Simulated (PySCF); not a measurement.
# [Ce(PH3)2]3+ at several levels of theory

Computed with PySCF 2.14.0 (density fitting, no spin-orbit coupling) at the geometry relaxed with PBE:

```xyz
9
[Ce(PH3)2]3+ (singlet in the valence; each metal's 4f electrons, 1 of them, lie in its core potential, out of spins and levels)
Ce    1.0386    0.9586    0.0000
P    -0.1456   -0.1028    2.6223
H     0.8485   -0.3886    3.6172
H    -1.0330    0.8269    3.2611
H    -0.9075   -1.3132    2.5128
P    -0.1456   -0.1028   -2.6223
H     0.8485   -0.3886   -3.6172
H    -0.9075   -1.3132   -2.5128
H    -1.0330    0.8269   -3.2611
```

| level | basis | state | HOMO (eV) | gap (eV) | charge on Ce1 (e) | population of f-type functions on Ce1 (polarisation alone where 4f lies in the core) | dipole about the centre of mass (D) | largest force component (eV/Å) |
| --- | --- | --- | --- | --- | --- | --- | --- | --- |
| PBE | Ce lcecp-1-SVP with ECP47, P def2-SVP, H def2-SVP | singlet | -20.85 | 2.91 | 1.89 | 0.01 | 1.54 | 0.01 |
| r2SCAN | the same | singlet | -21.08 | 3.52 | 1.99 | 0.01 | 1.19 | 0.20 |
| PBE | Ce lcecp-1-TZVP with ECP47, P def2-TZVP, H def2-TZVP | singlet | -20.72 | 2.87 | 1.98 | 0.01 | 1.59 | 0.18 |

In the lcecp rows the 4f levels are missing from HOMO and gap, and the state counts the valence alone.

Charges are Mulliken's, which hang on the basis. The relaxation used the grid (50, 194), these runs (75, 302) or, all-electron (x2c bases, spin-free X2C Hamiltonian), (99, 590).

(1) A further run in the first row's basis gives HOMO (eV) -21.10, gap (eV) 3.58, charge on Ce1 (e) 2.09, population of f-type functions on Ce1 (polarisation alone where 4f lies in the core) 0.01, dipole about the centre of mass (D) 0.85, largest force component (eV/Å) 0.32. Which level was it?
A. BP86
B. CAM-B3LYP
C. M06-L

An lcecp potential fixes the number of 4f electrons, so in runs with it no electron can move into or out of that shell.

Results:

(1) C. The others give HOMO -20.95 eV (BP86); -23.11 eV (CAM-B3LYP).
